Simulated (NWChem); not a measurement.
Species: Si₂N₂H₈; SMILES N[SiH](N)[SiH3]

```xyz
12

N      1.5009     1.0728    -0.2763
Si    -0.0117     0.5320     0.3999
N     -1.2651     1.5178    -0.3078
Si    -0.0974    -1.7812    -0.0912
H      1.7732     2.0528    -0.1545
H      2.3177     0.4593    -0.2298
H     -0.2378     0.7112     1.8877
H     -2.1396     1.6367     0.2089
H     -1.4434     1.4521    -1.3134
H      1.1256    -2.5325     0.3802
H     -1.2988    -2.4145     0.5655
H     -0.2211    -2.0101    -1.5778
```
Atoms are numbered in this order, from 1.

Program: NWChem. Pople sets run with spherical d functions. The geometry was optimised at PBE-D3(BJ)/def2-SVP. B3LYP is NWChem's, with the RPA form of VWN correlation. Vertical excitations in the gas phase; the lowest state need not have the same character in each row.

| level | lowest excitation, singlet (eV) | oscillator strength of that lowest state | lowest state with f > 0.02, singlet (eV) | orbital gap (eV) |
|---|---|---|---|---|
| PBE/6-31G*, TDA | 5.51 | 0.020 | 5.85 | 5.22 |
| B3LYP/6-31G*, TDA | ? | ? | ? | ? |
| LRC-wPBEh/6-31G*, TDA | 6.34 | 0.038 | 6.34 | 10.80 |
| CAM-B3LYP/6-31G*, TDA | 6.37 | 0.035 | 6.37 | 9.71 |

Q: What belongs in the gaps?

A: 
- B3LYP/6-31G*, TDA, lowest excitation, singlet (eV): 6.03
- B3LYP/6-31G*, TDA, oscillator strength of that lowest state: 0.031
- B3LYP/6-31G*, TDA, lowest state with f > 0.02, singlet (eV): 6.03
- B3LYP/6-31G*, TDA, orbital gap (eV): 6.93
